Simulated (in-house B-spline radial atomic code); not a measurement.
Configurations of V+, with energies counted from [Ar] 3d4. All numbers are computed (scalar-relativistic (X2C) TPSSh, spin-polarised, spherical fractional occupations; Fermi nucleus of rms radius 3.6002 fm) with an all-electron radial atomic-structure program (B-spline basis), not measured. Shells without spins written out take the highest spin.

Caution: exact exchange at fractional occupations of open shells leaves self-interaction of up to several eV.

Occupations are held fixed; configurations that lie above the ionisation limit could autoionise.

| configuration | E - E(ref) (eV) | highest orbital | its <r> (bohr) |
| --- | --- | --- | --- |
| [Ar] 3d3 4p1 | 5.8853 | 4p up | 3.697 |
| [Ar] 3d(3 up, 0 down) 4f(1 up, 0 down) | 12.509 | 4f up | 8.827 |
| [Ne] 3s2 3p(2 up, 3 down) 3d(0 up, 5 down) | 34.194 | 3d down | 1.421 |
| [Ne] 3s2 3p5 3d4 4p1 | 41.709 | 4p up | 3.646 |
| [Ne] 3s2 3p5 3d4 4d1 | 46.32 | 4d up | 5.921 |
| [Ne] 3s2 3p5 3d4 4f1 | 48.47 | 4f up | 8.814 |

Order these further configurations by energy, lowest first.
A. [Ne] 3s2 3p5 3d4 4s1
B. [Ar] 3d(1 up, 3 down)
C. [Ar] 3d3 4d1
D. [Ne] 3s2 3p(2 up, 3 down) 3d(2 up, 2 down) 4p(0 up, 1 down)
E. [Ne] 3s2 3p(3 up, 2 down) 3d(3 up, 1 down) 4d(0 up, 1 down)

B (3.3182 eV), C (10.413 eV), A (37.117 eV), D (49.667 eV), E (51.697 eV).

How far above the reference does [Ar] 3d3 4s1 lie?

1.4061 eV; its least bound orbital is 4s up with <r> = 2.983 bohr.
